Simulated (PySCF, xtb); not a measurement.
Al(All)(H)(Me) (C4H9Al), SMILES [CH2]([AlH][CH3])C=C.

GFN2-xTB (xtb 6.7.1) at its own geometry gives an orbital gap of 4.08 eV and a dipole moment of 1.61 D.

Coordinates come from a B3LYP-D3(BJ)/def2-SVP optimisation. The structure was generated by enumeration; whether it is a known compound was not checked. The values are those of a single conformer.

Task: What does r2SCAN/def2-TZVP (PySCF) give? (Estimate from the structure and the level; the computed values follow.)

Result: gap 4.68 eV (levels -5.87 and -1.19 eV), dipole 1.06 D.
